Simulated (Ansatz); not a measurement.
Ansatz (an electronic-structure program) input:

Ansatz 0.2 input:
```yaml
crystal:
  periodic: [false, false, false]
  atoms:
    - {symbol: N, position_ang: [-2.01683095, -0.24425508, 0.20271305]}
    - {symbol: B, position_ang: [-0.46747872, -0.05138270, 0.04652351]}
    - {symbol: Br, position_ang: [0.54360799, -1.61899224, 0.09446343]}
    - {symbol: Br, position_ang: [0.13090390, 1.70147521, -0.16232934]}
    - {symbol: H, position_ang: [-2.52897656, 0.64176544, 0.17029016]}
    - {symbol: H, position_ang: [-2.23884043, -0.70901516, 1.08995339]}
    - {symbol: H, position_ang: [-2.38488862, -0.85295510, -0.53654564]}
basis:
  gaussian:
    orbitals: def2-TZVPD
hamiltonian:
  xc: {name: CAM-B3LYP}
total_charge: 1
output: {forces: true}
```

Task: Predict the final energy.

Result: -5229.78434 Eh (CAM-B3LYP/def2-TZVPD). The basis has 215 functions.

It need not be the lowest isomer of its formula.
